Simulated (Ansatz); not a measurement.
Born–Oppenheimer molecular dynamics of CH$_{6}$Sn (8 atoms, charge 0, multiplicity 1). It starts at the highest image of a converged band. Of that band: Neighbouring images differ by up to 1.5 eV, so the band resolves the path poorly. A vibrational analysis at the climbing image gives one clearly imaginary mode, 1237i cm⁻¹: a first-order saddle point.

These are results of Ansatz 0.2.0, RKS CAM-B3LYP-D4/def2-SVP, not measurements.

| Item | Value |
| --- | --- |
| ensemble | NVE (velocity Verlet) |
| time step | 0.5 fs |
| steps asked | 200 |
| starting velocities drawn for | 300 K |
| seed | 5878 |

First frame:

```xyz
8
Properties=species:S:1:pos:R:3
Sn 0.320 0.027 -0.471
C 1.175 -0.005 1.857
H 0.226 -0.190 2.372
H 1.887 -0.812 2.067
H 1.586 0.972 2.133
H 1.871 0.067 0.235
H -0.667 1.366 -0.069
H -0.539 -1.425 -0.186
```

How far do the bonds stretch over the last three quarters of this one trajectory? (Pairs bonded in most of those frames.)


| bond | mean (Å) | spread (Å) | shortest | longest |
| --- | --- | --- | --- | --- |
| Sn1–H7 | 1.779 | 0.018 | 1.75 | 1.81 |
| Sn1–H8 | 1.785 | 0.054 | 1.70 | 1.86 |
| C2–H3 | 1.111 | 0.023 | 1.06 | 1.16 |
| C2–H4 | 1.110 | 0.030 | 1.05 | 1.18 |
| C2–H5 | 1.116 | 0.069 | 1.01 | 1.23 |
| C2–H6 | 1.164 | 0.137 | 0.93 | 1.36 |

Mean temperature of the second half: 2255 K. The conserved energy stayed within 1.7 meV per atom of its start (net change 0.36 meV per atom), so the integration is sound. The kinetic energy rose, since the run started high on the potential surface and went downhill. It ends in pieces (CH4 + H2Sn), so much of that is their flight and rotation, not heat. A run of 0.1 ps of so small a system gives no equilibrium averages. The orbitals stay closed-shell, which can raise the energy where a bond breaks towards radicals; this wasn't checked here.

Run time: 3.1 min on 2 threads of Intel(R) Xeon(R) 6975P-C (Granite Rapids) (shared host), peak memory 0.18 GiB.
